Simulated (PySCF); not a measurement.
A GIAO shielding run with PySCF 2.14.0 with density-fitted response routines (density fitting, non-relativistic, gas phase) on spiro(2.5)octane (SMILES C1CCC2(CC1)CC2):

```
{"job": {"kind": "nmr", "xc": "PBE0", "basis": "pcSseg-1"}, "charge": 0, "multiplicity": 1}
C     -2.146427    -0.370909    -0.246780
C     -1.494313     0.987648    -0.485633
C     -0.286201     1.189952     0.424545
C      0.701870     0.050275     0.283453
C      0.067988    -1.307628     0.505916
C     -1.140386    -1.507189    -0.404450
C      1.772261     0.167222    -0.767059
C      2.126160     0.264777     0.691224
H     -2.998067    -0.514122    -0.931466
H     -2.564296    -0.397014     0.776492
H     -2.226630     1.797911    -0.337594
H     -1.164517     1.050859    -1.538015
H      0.209583     2.150035     0.206784
H     -0.623021     1.242776     1.476497
H     -0.250697    -1.384483     1.562052
H      0.812782    -2.104216     0.345725
H     -1.620165    -2.477870    -0.198556
H     -0.796401    -1.543286    -1.453572
H      1.809210     1.080010    -1.368973
H      2.065352    -0.736497    -1.309516
H      2.661594    -0.572417     1.148661
H      2.405245     1.244769     1.089370
```

Hardware: 1 thread of an x86-64 server CPU, shared host. The job also computes population analyses, field gradients, ring-centre shieldings.

(1) How large is the calculation?

(2) How long does it take?

(3) And these other runs on the same molecule and hardware: GIAO shielding at wB97X-D/pcSseg-1?

## Answers

(1) 62 electrons, 206 basis functions and 1060 auxiliary functions.

(2) 53 s of wall time, with 12 SCF cycles and 4 response iterations. Times on a shared host scatter by some tens of per cent.

(3) wB97X-D/pcSseg-1: 206 functions, 56 s.
